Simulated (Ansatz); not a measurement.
```yaml
crystal:
  periodic: [false, false, false]
  atoms:
    - {symbol: C, position_ang: [-1.184658, -0.243556, -0.009465]}
    - {symbol: Si, position_ang: [0.555203, 0.242794, -0.394329]}
    - {symbol: S, position_ang: [2.020360, -0.793711, 0.736034]}
    - {symbol: Cl, position_ang: [0.997100, -0.203127, -2.340118]}
    - {symbol: Cl, position_ang: [0.731550, 2.268106, -0.122805]}
    - {symbol: H, position_ang: [-1.317072, -1.313938, -0.177895]}
    - {symbol: H, position_ang: [-1.417149, -0.019000, 1.033977]}
    - {symbol: H, position_ang: [-1.878192, 0.308481, -0.647287]}
    - {symbol: H, position_ang: [1.581356, -0.292350, 1.904785]}
basis:
  gaussian: {orbitals: aug-cc-pVTZ, final_grid: {core_spheres: 1, valence_spheres: 1, degree: 3}}
hamiltonian: {xc: {name: r2SCAN}}
output: {forces: true}
```

```sh
$ ansatz run in.yaml --threads 4 --pin off --events-out ev --progress --plain --max-ram 10444MiB
```

Output, abridged:

```
Functional definition: r2SCAN
1812 factors; their error is unknown
mean field evaluation 1: about -44855.0143 eV, gradient 6.1e1 eV
mean field evaluation 2: about -44846.9046 eV, gradient 7.6e1 eV
mean field evaluation 4: about -44863.5635 eV, gradient 6.3e0 eV
mean field evaluation 16: about -45722.1809 eV, gradient 1.1e2 eV
mean field evaluation 32: about -45895.4034 eV, gradient 9.9e0 eV
a density is far from that of the atoms, so the factors are made again for it
3223 factors; integrals over basis functions are off by at most 6.0e-5 eV
mean field evaluation 64: about -45895.2714 eV, gradient 8.8e-1 eV
mean field -45895.27354922 eV, -1686.6201940001 hartree, gradient 2.2e-5 eV, S^2 0.000000; 0 other end points of the search recorded, 0 dependent functions left out
reference -45895.27355027 eV, -1686.6201940387 hartree; 37, 37 occupied and 301, 301 virtual orbitals, 3223 factors
Total energy: -45895.27355027 eV, -1686.6201940387 hartree
Atom 0 at    -1.184658    -0.243556    -0.009465 Å, force    94.125235   221.390479  -579.575434 eV/Å
Atom 1 at     0.555203     0.242794    -0.394329 Å, force  -448.536616    30.897438   -19.169223 eV/Å
Atom 2 at     2.020360    -0.793711     0.736034 Å, force  -253.467420   -33.072839   104.162916 eV/Å
Atom 3 at     0.997100    -0.203127    -2.340118 Å, force   -13.363973    64.065379    77.055015 eV/Å
Atom 4 at     0.731550     2.268106    -0.122805 Å, force   118.999542   -18.994466    36.360979 eV/Å
Atom 5 at    -1.317072    -1.313938    -0.177895 Å, force   322.725883  -431.396426   290.492940 eV/Å
Atom 6 at    -1.417149    -0.019000     1.033977 Å, force   147.958540    67.464410    22.881768 eV/Å
Atom 7 at    -1.878192     0.308481    -0.647287 Å, force   -64.003787   144.747168   103.163837 eV/Å
Atom 8 at     1.581356    -0.292350     1.904785 Å, force    95.562596   -45.101143   -35.372798 eV/Å
Dipole moment:    -0.092888     2.395306     2.387862 e Å
```

Question: What is wrong with this run?

Answer: The integration grid is far too coarse. Self-consistency was reached. The result belongs to that input, not to the molecule as meant.
